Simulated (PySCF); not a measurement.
BiI3: one run

BiI3 (singlet). PySCF 2.14.0, RKS B3LYP, Bi def2-SVP with ECP60, I def2-SVP with ECP28; non-relativistic Hamiltonian with scalar-relativistic core potentials where named; density fitting; no spin-orbit coupling. Purpose: singlet excitations, Tamm-Dancoff B3LYP.

```python
mol = gto.M(atom='''
Bi     0.00000     0.00000     0.85835
I      2.55616    -0.00000    -0.41987
I     -1.27808     2.21370    -0.41987
I     -1.27808    -2.21370    -0.41987''',
    basis={'Bi': 'def2-SVP', 'I': 'def2-SVP'},
    ecp={'Bi': 'def2-SVP', 'I': 'def2-SVP'},
    charge=0, spin=0)
mf = dft.RKS(mol, xc='B3LYP')
mf.grids.atom_grid = (50, 194)
mf = mf.density_fit()  # fitting sets: Bi def2-universal-JKFIT, I def2-universal-JKFIT
mf.conv_tol = 1e-08; mf.max_cycle = 55
mf.kernel(dm0)  # dm0: converged density of the relaxed state
td = mf.TDA(); td.nstates = 8; td.kernel()
```

Run from Python with OMP_NUM_THREADS=2; the lines above give its settings. Where DIIS fails, smearing, a level shift and second-order steps follow.
It took 22 s on 2 threads of Arm Neoverse V1, with other jobs on the host, from an already converged density.

(1) Where do the frontier levels lie, over both spins?

(2) What does the SCF print?

(3) What are the Mulliken charges and spins?

(4) Which singlet excitations follow (Tamm-Dancoff, 8 states)?

The geometry was relaxed with B3LYP (Bi def2-SVP with ECP60, I def2-SVP with ECP28).

## Answers

(1) HOMO -7.26 eV, LUMO -3.48 eV. 

(2) 
```
init E= -1108.22669361885
cycle= 1 E= -1108.2266937363  delta_E= -1.17e-07  |g|= 6.51e-05  |ddm|= 0.00103
cycle= 2 E= -1108.22669373586  delta_E= 4.37e-10  |g|= 7.21e-05  |ddm|= 0.000271
Extra cycle  E= -1108.22669373318  delta_E= 2.68e-09  |g|= 0.000106  |ddm|= 0.000356
converged SCF energy = -1108.22669373318
```

(3) 
| atom | charge (e) | spin (e) |
| --- | --- | --- |
| Bi1 | 0.569 | 0.000 |
| I2 | -0.190 | 0.000 |
| I3 | -0.189 | 0.000 |
| I4 | -0.189 | 0.000 |

(4) 
| state | eV | oscillator strength |
| --- | --- | --- |
| 1 | 2.93 | 0.0000 |
| 2 | 3.07 | 0.0051 |
| 3 | 3.20 | 0.0179 |
| 4 | 3.20 | 0.0179 |
| 5 | 3.35 | 0.0000 |
| 6 | 3.35 | 0.0000 |
| 7 | 3.71 | 0.0016 |
| 8 | 3.71 | 0.0016 |
Functionals without range separation put charge-transfer states too low; the basis has no diffuse functions.
